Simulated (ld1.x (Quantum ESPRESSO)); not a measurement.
Values are calculated unless marked as measured or tabulated.
Potentials for B compared

Generated with ld1.x 7.5 (TM, RRKJ, ultrasoft, PAW), atompaw 4.2 or ONCVPSP 4.0.1. The cutoff is in Ry: for ld1.x and atompaw files where the sum of valence levels is converged to 10 mRy in a Bessel basis, for ONCV files where the hardest occupied wave has 1 mHa per electron of residual kinetic energy. The error is the largest all-electron minus pseudo excitation energy over each file’s own four to seven test configurations (ionisations up to +4, promotions, holes and added fractions of an electron), all of which were solved. The labels leave out finer settings (local radius, basis sizes, second energies), which also bear on the numbers. Spin-polarised tests are not counted. The rows are a selection from randomly drawn settings: files with unsolved tests, undetermined cutoffs or missed reference levels are left out.

```tsv
potential	cutoff (Ry)	largest error (meV)	bound ghosts
TM, PBE, non-relativistic, rc 1.40/2.55/2.30 (spd), local smoothed, core correction no, reference 2s2 2p0	21	+125	none
RRKJ, PBEsol, non-relativistic, rc 1.40/2.85 (sp), local p, core correction yes, reference 2s2 2p1	25	+194	none
PAW, BLYP, non-relativistic, rc 1.20/2.70/2.80 (spd), local smoothed, core correction yes, reference 2s2 2p1	18	+12	none
PAW, PBE, scalar-relativistic, rc 1.40/2.60 (sp), local smoothed, core correction yes, reference 2s2 2p1	10	-12	none
ultrasoft, LDA (PZ), scalar-relativistic, rc 1.70/4.15 (sp), local smoothed, core correction yes, reference 2s2 2p1	6	-166	none
TM semilocal, BLYP, non-relativistic, rc 1.05/1.75 (sp), local p, core correction yes, reference 2s2 2p0	45	+43	none
```

Q: Fill in the row for B: ultrasoft, LDA (PZ), non-relativistic, rc 1.10/2.95 (sp), local smoothed, core correction yes, reference 2s2 2p1.

A: cutoff 25 Ry, largest error +114 meV, bound ghosts: none.

Q: Fill in the row for B: RRKJ, LDA (PZ), non-relativistic, rc 1.40/2.50 (sp), local s, core correction no, reference 2s1 2p0.

A: cutoff 21 Ry, largest error +538 meV, bound ghosts: none.
